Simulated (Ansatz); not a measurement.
Si₃Ni. The state is a singlet with charge 0. Geometry r2SCAN-D4/def2-SVP.

```csv
atom,x (Å),y (Å),z (Å)
Ni1,-0.0737,0.1043,1.1403
Si2,0.0788,-0.1116,-1.2202
Si3,0.7863,1.6478,-0.0595
Si4,-0.7914,-1.6406,0.1394
```

The structure comes from a short search, and lower isomers may exist.

(1) Estimate the orbital energies around the gap (eV) in Ansatz with PBE-D4/def2-SVP, r2SCAN-D4/def2-TZVP, r2SCAN-D4/def2-TZVPD, B97M-V/def2-TZVP, PBE0-D4/def2-TZVP.

Answers

(1) 
```
orbital  PBE-D4/def2-SVP  r2SCAN-D4/def2-TZVP  r2SCAN-D4/def2-TZVPD  B97M-V/def2-TZVP  PBE0-D4/def2-TZVP
HOMO−13           -67.10               -69.52                -69.54            -70.35             -71.70
HOMO−12           -66.64               -69.14                -69.16            -70.01             -71.32
HOMO−11           -65.98               -68.56                -68.58            -69.47             -70.78
HOMO−10           -13.90               -14.49                -14.50            -14.53             -15.64
 HOMO−9           -11.45               -11.95                -11.97            -12.01             -13.06
 HOMO−8            -8.93                -9.33                 -9.34             -9.34             -10.36
 HOMO−7            -6.65                -6.98                 -7.00             -6.89              -7.98
 HOMO−6            -6.51                -6.92                 -6.94             -6.85              -7.91
 HOMO−5            -6.32                -6.77                 -6.78             -6.69              -7.80
 HOMO−4            -6.09                -6.48                 -6.50             -6.45              -7.63
 HOMO−3            -6.03                -6.48                 -6.49             -6.32              -7.50
 HOMO−2            -5.66                -5.91                 -5.93             -5.91              -6.59
 HOMO−1            -4.99                -5.48                 -5.49             -5.39              -6.56
   HOMO            -4.59                -5.04                 -5.06             -5.00              -5.92
   LUMO            -3.73                -3.74                 -3.76             -3.79              -3.07
 LUMO+1            -3.43                -3.56                 -3.58             -3.53              -2.89
 LUMO+2            -3.19                -3.33                 -3.34             -3.22              -2.69
 LUMO+3            -1.78                -1.80                 -1.86             -1.74              -1.14
 LUMO+4            -0.86                -0.71                 -0.80             -0.85              -0.20
 LUMO+5             1.00                 1.21                  0.53              0.84               1.35
```
